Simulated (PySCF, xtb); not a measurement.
H₄P₂, SMILES PP (connectivity only; charge and spin as stated), charge +1, multiplicity 2.

Geometry optimised at B3LYP-D3(BJ)/def2-TZVP. The spin state was assumed, not searched.

The numbers are results of PySCF with C-PCM-B3LYP/def2-SVP, not measurements.

The values are the electrostatic part of the solvation free energy, E(continuum) − E(gas) at the gas-phase geometry, in a cavity of scaled van der Waals radii (PySCF's table); cavitation and dispersion terms are not included.

```
solvent                    ε  ΔG(elec) (kcal/mol)
---------------------  -----  -------------------
water                  78.36                -64.3
ethanol                24.85                    ?
N,N-dimethylformamide  37.22                -63.4
```

### Question
Complete the blanks. (Estimate from the structure and the level; the computed values follow.)

### Answer

- ethanol, ΔG(elec) (kcal/mol): -62.5

For comparison, GFN2-xTB/ALPB(water) (xtb, at the GFN2-xTB geometry, all terms of that model) gives -55.9 kcal/mol.
